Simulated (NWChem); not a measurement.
## Ionisation of dimethyl telluride (C$_{2}$H$_{6}$Te)

```
Te
C 1 2.1527
H 2 1.0976 1 110.06
H 2 1.0976 3 110.62 1 121.84
H 2 1.0984 3 109.36 4 120.50
C 1 2.1527 2 94.42 3 61.09
H 6 1.0976 1 110.06 2 -61.09
H 6 1.0976 7 110.62 1 -121.84
H 6 1.0984 7 109.36 8 -120.50
```
Charge 0, spin multiplicity 1.

Everything below was run with NWChem. All single points use one geometry, from PBE0/def2-SVP with def2 effective core potentials on Te, held to C2v symmetry and with no frequency check, so it may be a saddle point.

Basis set: def2-TZVP. −ε marks an orbital energy of the parent.

Effective core potentials replace the inner electrons of Te; spin-orbit coupling is left out. B3LYP has NWChem's definition, with VWN1-RPA local correlation.

Problem. One of these methods gave a first vertical ionisation energy of 7.93 eV. Which?
A) −ε(HOMO) of B3LYP
B) −ε(HOMO) of PBE
C) −ε(HOMO) of HF
D) −ε(HOMO) of BHandHLYP

Solution. C, −ε(HOMO) of HF. The others give 4.64 (−ε(HOMO) of PBE), 5.47 (−ε(HOMO) of B3LYP), 6.57 (−ε(HOMO) of BHandHLYP).
